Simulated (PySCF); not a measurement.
CH10GeOSi2.
SMILES with atom numbers: `[CH3:1][Si@@H:2]([GeH3:3])[O:4][SiH3:5]` (hydrogens: H6, H7, H8 on C1; H9 on Si2; H10, H11, H12 on Ge3; H13, H14, H15 on Si5)

Computed, not measured: PBE0-D3(BJ)/def2-SVP geometry optimisation, gas phase (PySCF 2.14.0).

Q: Give the optimised bond lengths and angles.

A: 
```csv
bond,length (bohr),order
C1–Si2,3.535,single
Si2–Ge3,4.530,single
Si2–O4,3.147,single
O4–Si5,3.124,single
"C1–H6, C1–H7, C1–H8",2.081,single
Si2–H9,2.824,single
"Ge3–H10, Ge3–H11, Ge3–H12",2.915,single
"Si5–H13, Si5–H14, Si5–H15",2.822,single
```

Bonds in one row agree within 0.02 bohr and their mean is given. Orders are formal, as drawn. A selection of angles:
```csv
angle,degrees
Si2–C1–H6,111.1
Si2–C1–H7,110.2
H6–C1–H7,108.4
C1–Si2–Ge3,111.0
C1–Si2–O4,109.6
C1–Si2–H9,109.8
Ge3–Si2–O4,109.7
Ge3–Si2–H9,109.4
O4–Si2–H9,107.2
Si2–Ge3–H10,111.2
H10–Ge3–H11,107.5
Si2–O4–Si5,149.3
O4–Si5–H13,108.6
O4–Si5–H14,110.6
H13–Si5–H14,109.4
```

Dihedral angles: C1–Si2–O4–Si5 -96° (anticlinal).

O4 (siloxane oxygen) is bent (angle 149.3°). Ge3 (germanium bonded to Si and 3 H) is tetrahedral (angles from 107.5° to 111.8°). Si5 (oxygen-bound silicon) is tetrahedral (angles from 108.6° to 110.6°). Si2 (oxygen-bound silicon) is tetrahedral (angles from 107.2° to 111.0°).

Point group: C1 (no symmetry element, even within 0.4 Å). No frequency check. The numbers are those of one conformer.
